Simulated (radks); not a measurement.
Species: Ga. Configuration: [Ar] 3d10 4s2 6f1 (not the ground configuration). Method: scalar-relativistic Kohn-Sham, PBE, spin-polarised, spherical densities, finite nucleus; open shells are filled with parallel spins first; Fermi nuclear charge, rms radius 3.9973 fm; computed with a radial shooting solver on a logarithmic mesh with Libxc functionals. Some entries of the table are withheld. Estimate them.

| orbital | occ. | eigenvalue (Ry) | <r> (bohr) |
|---|---|---|---|
| 1s down | 1 | -752.4303 | 0.04860 |
| 1s up | 1 | -752.4303 | 0.04860 |
| 2s down | 1 | -93.32363 | 0.2178 |
| 2s up | 1 | -93.32363 | 0.2178 |
| 2p down | 3 | -81.30907 | 0.1907 |
| 2p up | 3 | -81.30907 | 0.1907 |
| 3s down | 1 | -11.43311 | 0.6519 |
| 3s up | 1 | -11.43311 | 0.6519 |
| 3p down | 3 | (1) | 0.6792 |
| 3p up | 3 | (2) | 0.6792 |
| 3d down | 5 | -1.95307 | 0.8075 |
| 3d up | 5 | -1.95307 | 0.8075 |
| 4s up | 1 | (3) | 2.218 |
| 4s down | 1 | (4) | 2.217 |
| 6f up | 1 | (5) | 42.58 |

Answer. 
(1) 3p down eigenvalue (Ry): -7.81250
(2) 3p up eigenvalue (Ry): -7.81250
(3) 4s up eigenvalue (Ry): -1.13802
(4) 4s down eigenvalue (Ry): -1.13786
(5) 6f up eigenvalue (Ry): -0.02353
